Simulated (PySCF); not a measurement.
C3H5NSSi, SMILES [SiH3]c1cscn1.

Coordinates come from a TPSSh-D3(BJ)/def2-SVP optimisation.

Calculation: PySCF with PBE/def2-TZVP.

Symmetry labels are those of the subgroup Cs that the program uses (full group Cs).

Computed valence orbital energies around the gap with their symmetry:
```json
[
 {"orbital": "HOMO−7", "symmetry": "A'", "energy (eV)": "-10.27"},
 {"orbital": "HOMO−6", "symmetry": "A'", "energy (eV)": "-10.07"},
 {"orbital": "HOMO−5", "symmetry": "A\"", "energy (eV)": "-8.46"},
 {"orbital": "HOMO−4", "symmetry": "A'", "energy (eV)": "-8.38"},
 {"orbital": "HOMO−3", "symmetry": "A'", "energy (eV)": "-8.17"},
 {"orbital": "HOMO−2", "symmetry": "A\"", "energy (eV)": "-7.24"},
 {"orbital": "HOMO−1", "symmetry": "A'", "energy (eV)": "-6.57"},
 {"orbital": "HOMO", "symmetry": "A\"", "energy (eV)": "-6.38"},
 {"orbital": "LUMO", "symmetry": "A\"", "energy (eV)": "-1.96"},
 {"orbital": "LUMO+1", "symmetry": "A\"", "energy (eV)": "-0.83"},
 {"orbital": "LUMO+2", "symmetry": "A'", "energy (eV)": "-0.75"},
 {"orbital": "LUMO+3", "symmetry": "A'", "energy (eV)": "0.02"}
]
```
